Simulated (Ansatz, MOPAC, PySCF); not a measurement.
Ligands exchanged one at a time, Sn F-NH2. Isolated molecules, 0 K electronic values unless said otherwise. One relaxed conformer stands for each flexible species; it need not be the lowest. Strings in code marks are SMILES.

Quantity: redistribution energy (mixed species minus the weighted end members), in kcal/mol. Semi-empirical values (MOPAC) are differences of heats of formation.

Level 1: frozen-core MP2/def2-TZVPP // CAM-B3LYP-D3(BJ)/def2-TZVP (Ansatz, an electronic-structure program)
Level 2: PBE/6-31G* (LANL2DZ on Sn) // CAM-B3LYP-D3(BJ)/def2-TZVP (PySCF)
Level 3: SVWN5/6-31G* (LANL2DZ on Sn) // CAM-B3LYP-D3(BJ)/def2-TZVP (PySCF)
Level 4: AM1 // CAM-B3LYP-D3(BJ)/def2-TZVP (MOPAC)

```csv
species,level 2,level 3,level 4
2 of 4 F replaced by NH2: `[NH2][Sn]([NH2])([F])[F]`,-7.30,-7.75,0.35
```

### Question
What does level 1 give for each?

### Answer

- 2 of 4 F replaced by NH2: `[NH2][Sn]([NH2])([F])[F]`: -7.99
